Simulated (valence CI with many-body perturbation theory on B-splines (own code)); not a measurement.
## Energy levels of Zn7+

Level of theory: relativistic CI+MBPT: five valence electrons over a frozen Dirac-Fock core [Ar], radial functions for each j: 7 s, 7 p, 8 d, 6 f, 4 g, 1 h, with the one-electron correlation potential Σ1, the two-electron term Σ2, the three-electron term Σ3, Breit, model QED; selected CI, second order for the rest, scaled by the run's own slope (own B-spline code, finite nucleus).

No measured levels were compared; by estimate terms of the open shell hold to 2 to 4 % of their energy, and close levels can change places; different configurations can be misplaced against each other by 1,000 to 8,000 cm⁻¹. Among the levels kept, up to 390 cm⁻¹ of a level comes from second order outside the variational space, and about a tenth of that is noise between levels of different J, which matters for small intervals. The list stops below the first excitations out of the core. Only levels of the ground parity were solved; by the run's estimate the other parity begins above the list, which can be wrong where configurations are misplaced.

Levels 1 to 37 of 37, with energies above the lowest level, 3d5 6S_5/2. "Leading %" is the weight of the configuration and term that name the level; weights of strongly mixed levels are sums over their largest components and can fall short. In the jj column 3d3/2^4 stands for four electrons in 3d with j = 3/2. Lifetimes count E1, E2, E3, M1 and M2 decay at the calculated energies, and are blank where another channel may lead or the interval is too uncertain; long ones can be off by a factor of two.

| No. | Configuration | Term | J | E (cm⁻¹) | Leading % | Second component | Leading jj | Lifetime |
| --- | --- | --- | --- | --- | --- | --- | --- | --- |
| 1 | 3d5 | 6S | 5/2 | 0.0 | 99 |  | 3d3/2^2 3d5/2^3 (42 %) |  |
| 2 | 3d5 | 4G | 11/2 | 49601 | 99 |  | 3d3/2^2 3d5/2^3 (51 %) |  |
| 3 | 3d5 | 4G | 5/2 | 49648 | 98 |  | 3d3/2^2 3d5/2^3 (39 %) | 146 s |
| 4 | 3d5 | 4G | 7/2 | 49762 | 99 |  | 3d3/2^2 3d5/2^3 (42 %) | 11200 s |
| 5 | 3d5 | 4G | 9/2 | 49777 | 99 |  | 3d3/2^2 3d5/2^3 (66 %) | 5250 s |
| 6 | 3d5 | 4P | 5/2 | 55198 | 80 | 17 % 3d5 4D | 3d3/2^4 3d5/2 (36 %) | 50.4 ms |
| 7 | 3d5 | 4P | 3/2 | 55689 | 84 | 15 % 3d5 4D | 3d3/2^3 3d5/2^2 (49 %) | 75.1 ms |
| 8 | 3d5 | 4P | 1/2 | 56237 | 93 | 6 % 3d5 4D | 3d3/2^2 3d5/2^3 (53 %) | 129 s |
| 9 | 3d5 | 4D | 7/2 | 60383 | 98 |  | 3d3/2^2 3d5/2^3 (56 %) | 1.43 s |
| 10 | 3d5 | 4D | 1/2 | 61083 | 94 | 6 % 3d5 4P | 3d3/2^2 3d5/2^3 (79 %) | 686 ms |
| 11 | 3d5 | 4D | 5/2 | 61444 | 82 | 16 % 3d5 4P | 3d3/2^2 3d5/2^3 (36 %) | 229 ms |
| 12 | 3d5 | 4D | 3/2 | 61444 | 84 | 15 % 3d5 4P | 3d3/2 3d5/2^4 (50 %) | 315 ms |
| 13 | 3d5 | 2I | 11/2 | 71712 | 97 |  | 3d3/2^2 3d5/2^3 (48 %) |  |
| 14 | 3d5 | 2I | 13/2 | 71965 | 100 |  | 3d3/2^2 3d5/2^3 (100 %) | 86.5 s |
| 15 | 3d5 | 2D | 5/2 | 76760 | 61 | 34 % 3d5 2F | 3d3/2^4 3d5/2 (33 %) | 59.5 ms |
| 16 | 3d5 | 2D | 3/2 | 78502 | 86 | 14 % 3d5 4F | 3d3/2^2 3d5/2^3 (62 %) | 147 ms |
| 17 | 3d5 | 2F | 7/2 | 80723 | 85 | 11 % 3d5 4F | 3d3/2^2 3d5/2^3 (41 %) | 112 ms |
| 18 | 3d5 | 4F | 9/2 | 82236 | 89 | 10 % 3d5 2G | 3d3/2^2 3d5/2^3 (47 %) | 176 ms |
| 19 | 3d5 | 4F | 5/2 | 82584 | 79 | 18 % 3d5 2F | 3d3/2^2 3d5/2^3 (70 %) | 184 ms |
| 20 | 3d5 | 4F | 7/2 | 82944 | 83 | 14 % 3d5 2F | 3d3/2 3d5/2^4 (53 %) | 105 ms |
| 21 | 3d5 | 4F | 3/2 | 83695 | 86 | 14 % 3d5 2D | 3d3/2 3d5/2^4 (48 %) | 126 ms |
| 22 | 3d5 | 2F | 5/2 | 84888 | 48 | 34 % 3d5 2D | 3d5/2^5 (53 %) | 55.7 ms |
| 23 | 3d5 | 2H | 9/2 | 86739 | 70 | 23 % 3d5 2G | 3d3/2^2 3d5/2^3 (72 %) | 137 ms |
| 24 | 3d5 | 2H | 11/2 | 88312 | 96 |  | 3d3/2 3d5/2^4 (66 %) |  |
| 25 | 3d5 | 2G | 7/2 | 89265 | 96 |  | 3d3/2^2 3d5/2^3 (70 %) | 748 ms |
| 26 | 3d5 | 2G | 9/2 | 90769 | 66 | 28 % 3d5 2H | 3d3/2 3d5/2^4 (65 %) | 259 ms |
| 27 | 3d5 | 2F | 5/2 | 95280 | 96 |  | 3d3/2^2 3d5/2^3 (56 %) | 274 ms |
| 28 | 3d5 | 2F | 7/2 | 95692 | 96 |  | 3d3/2 3d5/2^4 (41 %) | 268 ms |
| 29 | 3d5 | 2S | 1/2 | 104490 | 99 |  | 3d3/2^3 3d5/2^2 (40 %) | 72.9 ms |
| 30 | 3d5 | 2D | 3/2 | 116570 | 99 |  | 3d3/2^3 3d5/2^2 (35 %) |  |
| 31 | 3d5 | 2D | 5/2 | 116810 | 98 |  | 3d3/2 3d5/2^4 (36 %) |  |
| 32 | 3d5 | 2G | 9/2 | 129550 | 99 |  | 3d3/2^2 3d5/2^3 (82 %) |  |
| 33 | 3d5 | 2G | 7/2 | 129660 | 99 |  | 3d3/2^2 3d5/2^3 (49 %) |  |
| 34 | 3d5 | 2P | 3/2 | 156880 | 98 |  | 3d3/2^2 3d5/2^3 (74 %) |  |
| 35 | 3d5 | 2P | 1/2 | 157100 | 99 |  | 3d3/2^2 3d5/2^3 (46 %) |  |
| 36 | 3d5 | 2D | 5/2 | 170580 | 99 |  | 3d3/2^2 3d5/2^3 (83 %) |  |
| 37 | 3d5 | 2D | 3/2 | 170780 | 98 |  | 3d3/2 3d5/2^4 (50 %) |  |

Names give the largest LS component (configuration and term), which can be under half, so a name can repeat, a term be missing and a line seem to break the LS rules; names also repeat where a configuration has a term twice.

Where two levels of one J and parity lie close, their mixing, g and order are uncertain.

The ionisation energy to 3d4 5D_0 of the next ion comes out as 172.23 eV (NIST: 173.9 ± 1.7 eV (semi-empirical)). All 37 levels together are meant to be complete up to 445060 cm⁻¹.
